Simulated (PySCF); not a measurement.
Excited states of P⁵⁺ (phosphorus, charge +5)

Ground state [Ne], ¹S. All numbers are calculated (PySCF 2.14, no relativity, point nucleus, in def2-TZVP (5s5p2d1f, 37 functions)). Vertical excitation energies in eV without spin-orbit coupling; excited terms of each kind are numbered among those the solver found. Frozen: 1s2.

```
 term  leading excitation  EOM-EE-CCSD
1 3P°              2p → s       135.78
1 1P°              2p → s       136.81
 1 3S              2p → p       144.61
 1 3D              2p → p       146.65
 1 1D              2p → p       147.49
 1 1P              2p → p       147.72
 1 3P              2p → p       147.73
 1 1S              2p → p       153.42
2 3P°              2p → d       162.43
1 3F°              2p → d       163.06
1 1F°              2p → d       163.39
1 1D°              2p → d       163.86
 2 3S              2p → p       181.56
 2 1D              2p → p       182.66
```

The solver can miss terms.
